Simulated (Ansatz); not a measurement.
Input for Ansatz (an electronic-structure program): R-B97M-V/def2-TZVPPD on CH7GeNO (a complex). Files ending in .json are basis or fitting sets from the Basis Set Exchange.

Ansatz 0.2 input:
```yaml
crystal:
  periodic: [false, false, false]
  atoms:
    - {symbol: Ge, position_ang: [-0.15182131, -0.51402076, -0.00192693]}
    - {symbol: H, position_ang: [-1.49489666, 0.14345315, 0.32297864]}
    - {symbol: H, position_ang: [0.05049723, -0.53408449, -1.53086324]}
    - {symbol: H, position_ang: [-0.07597583, -1.94448337, 0.53690278]}
    - {symbol: H, position_ang: [0.99626272, 0.32648531, 0.59237580]}
    - {symbol: N, position_ang: [1.16941888, 0.64135302, 3.67246785]}
    - {symbol: C, position_ang: [0.04556373, -0.03907228, 3.99663759]}
    - {symbol: O, position_ang: [-0.70189998, -0.56438662, 3.20045922]}
    - {symbol: H, position_ang: [1.42816413, 0.73529032, 2.70266505]}
    - {symbol: H, position_ang: [1.74862168, 1.05608480, 4.38050412]}
    - {symbol: H, position_ang: [-0.13211738, -0.07220704, 5.08666275]}
basis:
  gaussian:
    orbitals: def2-TZVPPD.json
hamiltonian:
  xc: {name: B97M-V}
scf: {lower_state_search: off}
```

It printed:

```
Functional definition: B97M-V
[...]
these checks for a lower state are left out or cut short: stability, starts, cluster_reference, orbital_swaps, neighbouring_geometries, increment
integrals: 0.25 GiB planned
1323 factors; their error is unknown
mean field: 1.73 GiB planned
mean field evaluation 1: about -61189.6209 eV, gradient 6.3e1 eV
mean field evaluation 2: about -61170.2522 eV, gradient 1.1e2 eV
mean field evaluation 4: about -61196.7382 eV, gradient 1.0e1 eV
mean field evaluation 8: about -61196.9508 eV, gradient 2.9e-1 eV
mean field evaluation 16: about -61196.9326 eV, gradient 4.5e-4 eV
mean field -61196.93264283 eV, -2248.9457938533 hartree, gradient 4.2e-6 eV, S^2 0.000000; 0 other end points of the search recorded, 0 dependent functions left out
reference -61196.93272002 eV, -2248.9457966900 hartree; 30, 30 occupied and 257, 257 virtual orbitals, 1323 factors
Total energy: -61196.93272002 eV, -2248.9457966900 hartree
Checks for a lower state left out: stability, starts, cluster_reference, orbital_swaps, neighbouring_geometries, increment
```

Self-consistency was reached.

Cost: about 20 core-seconds (a rough figure).
